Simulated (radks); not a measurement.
Results of a calculation; reference values are marked as such.
Numerical settings for the technetium ion Tc+, [Kr] 4d5 5s1. Level of theory: Dirac Kohn-Sham, PBE, spin-unpolarised, spherical densities, point nucleus; open shells are shared between the two j in proportion to 2j + 1 (a radial shooting solver on a logarithmic mesh with Libxc functionals). The defaults (mesh step 0.008 in ln r, mesh end at 40 bohr or more with all orbitals vanishing there, Anderson mixing 0.5 over 9 steps, residual threshold near 1e-9 with the energy settled to 1e-9 hartree or 1e-11 of itself, here a cap of 72 iterations) give E = -4285.9712 hartree and 5s1/2 at -11.393 eV in 14 iterations. Run on one thread of a shared host, so times are rough (Arm Neoverse N1): 0.17 s of CPU time, 0.17 s wall, 14 iterations on 2602 mesh points. Changes against that run (0 stands for a change within the tolerance of the run):

setting,iterations,converged,E (mhartree),e(5s1/2) (meV),CPU (s)
mesh step in ln r 0.2,2,no,diverged,-,0.02
mesh step in ln r 0.12,2,no,diverged,-,0.03
mesh step in ln r 0.08,4,no,diverged,-,0.03
mesh end (bohr) 2,14,level above zero,+1.09e+04,+1.33e+05,0.12
mesh end (bohr) 400,14,yes,0,0,0.18
residual threshold 0.01,9,yes,0,+0.194,0.14
residual threshold 1e-13,21,yes,0,0,0.22
mixing 1,12,yes,0,0,0.15
"linear mixing, mixing 0.2",72,no,0,0,0.6
"linear mixing, mixing 1",72,no,+1.26e+04,+5.72e+03,1.6
mixing history 3,15,yes,0,0,0.18
iteration cap 5,5,no,+0.0267,+11.8,0.07

Settled on a wrong energy, with an occupied level pushed above zero by the early mesh end: mesh end (bohr) 2 (+10.9 hartree). Apart from these: no run marked as converged misses the energy by more than 1 mhartree. A mesh that ends early acts as a hard wall.
